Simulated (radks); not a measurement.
Task: The mean radii <r> (bohr) of the occupied orbitals of an atom or ion are listed with their occupations. Method: scalar-relativistic Kohn-Sham, PBE, spin-unpolarised, spherical densities, point nucleus; computed with a radial shooting solver on a logarithmic mesh with Libxc functionals.

orbital  occ.      <r>
1s          2  0.01686
2s          2  0.07114
2p          6  0.06427
3s          2   0.1830
3p          6   0.1841
3d         10   0.1666
4s          2   0.3827
4p          6   0.3990
4d         10   0.4030

Name the element and its charge.

Result: Z = 79, gold, charge +33: Au33+ in [Kr] 4d10. The 1s radius gives Z: for a bare nucleus <r> = (2 gamma + 1)/(2Z) with gamma = sqrt(1 - (Z/c)^2), 0.01667 bohr for Z = 79, and screening makes it slightly larger (0.01686 here). The occupations add up to 46, and the charge is Z minus that.
